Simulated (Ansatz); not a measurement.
Geometry optimisation, Ansatz 0.2.0, RKS PBE0-D4/def2-SVP.

The input (input.yaml):

```yaml
crystal:
  periodic: [false, false, false]
  atoms:
    - { symbol: C, position_ang: [-0.6891, 0.7138, -0.5468] }
    - { symbol: B, position_ang: [0.6719, 0.0381, -0.6002] }
    - { symbol: Sb, position_ang: [1.367, -1.1001, 1.1657] }
    - { symbol: H, position_ang: [-1.4553, 0.0149, -0.3767] }
    - { symbol: H, position_ang: [-0.9266, 1.256, -1.5458] }
    - { symbol: H, position_ang: [-0.7466, 1.5271, 0.2551] }
    - { symbol: H, position_ang: [1.3688, 0.0979, -1.5693] }
    - { symbol: H, position_ang: [0.2283, -2.3371, 0.9163] }
    - { symbol: H, position_ang: [0.2701, -0.2569, 2.2845] }
basis:
  gaussian: { orbitals: def2-SVP }
hamiltonian:
  xc: pbe0
  dispersion: d4
relax:
  f_tol: 0.015
  max_steps: 40
```

Launched with:

```bash
$ ansatz run input.yaml --threads 1 --pin off --max-ram 2048MiB --backend cpu --events-out ev --progress --plain --runs-dir out
```

**Question.** Where does it end, and by what steps?

**Answer.** The run converged. After 17 steps the energy has fallen by 0.417 eV; H8 moved furthest, 1.04 Å.

```
step  energy less start (eV)  largest force component (eV/Å)  accepted
   0                  0.0000                           3.729       yes
   1                 -0.1653                           0.735       yes
   2                 -0.2613                           0.354       yes
   3                 -0.2773                           0.086       yes
   4                 -0.3146                           0.235       yes
   5                 -0.3305                           0.632       yes
   6                 -0.3731                           0.240       yes
   7                 -0.3918                           0.227       yes
   8                 -0.3884                           0.395        no
   9                 -0.4057                           0.091       yes
  10                 -0.4095                           0.115       yes
  11                 -0.4123                           0.133       yes
  12                 -0.4159                           0.033       yes
  13                 -0.4164                           0.038       yes
  14                 -0.4166                           0.033       yes
  15                 -0.4167                           0.027       yes
  16                 -0.4168                           0.017       yes
  17                 -0.4168                           0.013       yes
```

```xyz
9
Properties=species:S:1:pos:R:3
C -0.698 0.985 -0.597
B 0.387 -0.129 -0.547
Sb 1.426 -0.774 1.323
H -1.644 0.446 -0.813
H -0.560 1.669 -1.451
H -0.855 1.562 0.325
H 0.751 -0.658 -1.575
H 1.254 -2.447 1.008
H 0.028 -0.698 2.311
```

Run time: 41 s on 1 thread of Intel(R) Xeon(R) 6975P-C (Granite Rapids), with other jobs on the host, peak memory 0.18 GiB.
